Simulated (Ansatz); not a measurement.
`C#C[SiH2]C(=O)O` → `O=[C]O`• + `C#C[SiH2]`• at 400 K and 1 bar (homolysis of the C–Si bond).

Isolated molecules relaxed with PBE0-D4/def2-TZVP in Ansatz; ΔE leaves out vibrations. CCSD(T)/CBS adds triple-zeta CCSD(T) − MP2 to the extrapolated MP2 energy (def2 sets, frozen cores). This one scheme is used for every species. No spin–orbit coupling; open shells (•) take unrestricted orbitals. One conformer a species, not always the lowest.

| species | CCSD(T)/CBS energy (Eh) | H − E (kJ/mol) | S (J/(mol·K)) |
| --- | --- | --- | --- |
| `C#C[SiH2]C(=O)O` | -555.93510 | 193.7 | 398.5 |
| `O=[C]O`• | -188.93150 | 70.4 | 265.0 |
| `C#C[SiH2]`• | -366.86664 | 110.5 | 301.1 |

H − E and S are ideal-gas, rigid-rotor, harmonic terms from PBE0-D4/def2-TZVP, for one conformer and one mirror image of each species, with the whole ground term of open shells counted as degenerate. 1 Eh = 2625.50 kJ/mol, R = 8.31446 J/(mol·K).

Q: By hand: ΔE, ΔH, ΔS and ΔG.

A: ΔE = (-188.93150) + (-366.86664) − (-555.93510) = 0.13696 Eh = 359.6 kJ/mol. Δ(H − E) = 70.4 + 110.5 − 193.7 = -12.8, so ΔH = 346.8 kJ/mol. ΔS = 265.0 + 301.1 − 398.5 = 167.6 J/(mol·K). ΔG = 346.8 − 400 × (167.6)/1000 = 279.8 kJ/mol.

Q: By hand: the equilibrium constant, and the temperature at which ΔG would vanish if ΔH and ΔS stayed fixed.

A: log₁₀ K = −ΔG/(RT ln 10) = -36.5. ΔG = 0 at ΔH/ΔS = 2069 K.

The number of gas molecules changes by +1, which sets the sign of ΔS. A doubt of 5 kJ/mol in ΔE shifts log₁₀ K by 0.7 here. Other conformers and mirror images would add mixing entropy, several J/(mol·K) or more a flexible species. Modes under 60 cm⁻¹, often nearly free rotors, make the harmonic entropy too high. These are equilibria of isolated gas molecules and say nothing of rates. Largest T1 diagnostic: 0.030 (customary marks: 0.02 for closed shells, 0.045 for open ones).
